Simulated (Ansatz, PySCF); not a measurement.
Process, species as SMILES: C=C=O → [CH-]=C=O + H+
Geometries: B3LYP-D3(BJ)/def2-TZVP minima from Ansatz (a quantum-chemistry and plane-wave program).
Geometry of the first species:
```xyz
5

C      0.0091     0.0017    -1.2056
C     -0.0008    -0.0001     0.1027
H      0.0282     0.9401    -1.7377
H     -0.0018    -0.9351    -1.7406
O     -0.0096    -0.0018     1.2620
```
Charge 0, spin multiplicity 1.

Property: gas-phase deprotonation energy (enthalpy at 298 K, with B3LYP-D3(BJ) rigid-rotor harmonic-oscillator terms from PySCF), in kcal/mol. Correlated levels leave the core frozen unless marked. Spin-orbit coupling is left out. Non-relativistic. Anions need diffuse functions: aug- sets have them; def2-D sets add few; the other sets have none. CBS marks a two-point X^-3 extrapolation of the correlation energy; Hartree-Fock from the larger set. [CCSD(T)-MP2]/basis is that difference in the basis named.

```tsv
level	program	gas-phase deprotonation energy (kcal/mol)
HF/aug-cc-pVTZ	Ansatz	375.4
HF-D3(BJ)/def2-TZVPD	PySCF + dftd3	379.1
BLYP-D4/def2-TZVPD	Ansatz + dftd4	364.4
BP86-D3(BJ)/def2-TZVPD	PySCF + dftd3	365.4
BP86/def2-TZVPD	PySCF	364.9
M06-L/def2-TZVPD	PySCF	371.7
r2SCAN-D3(BJ)/def2-TZVPD	Ansatz + dftd3	367.3
B97M-V/def2-TZVPD	Ansatz	369.4
PBE0-D3(BJ)/def2-TZVP	Ansatz + dftd3	370.3
PBE0-D4/def2-TZVP	Ansatz + dftd4	369.9
r2SCANh-D4/def2-TZVPD	Ansatz + dftd4	367.8
PW6B95-D3(BJ)/def2-TZVPD	PySCF + dftd3	368.8
wB97X-V/def2-TZVPD	Ansatz	369.9
B2PLYP/def2-TZVPD	Ansatz	365.5
PBE-QIDH/def2-TZVPD	Ansatz	367.8
MP2/6-31G	Ansatz	376.7
CCSD/STO-3G	Ansatz	491.1
CCSD/cc-pwCVTZ	Ansatz	375.3
CCSD(T)/6-31G	Ansatz	379.6
CCSD(T)/6-31G*	Ansatz	382.0
RI-MP2/CBS(aug-cc-pVTZ,aug-cc-pVQZ)+[CCSD(T)-MP2]/aug-cc-pVTZ	Ansatz	365.8
```
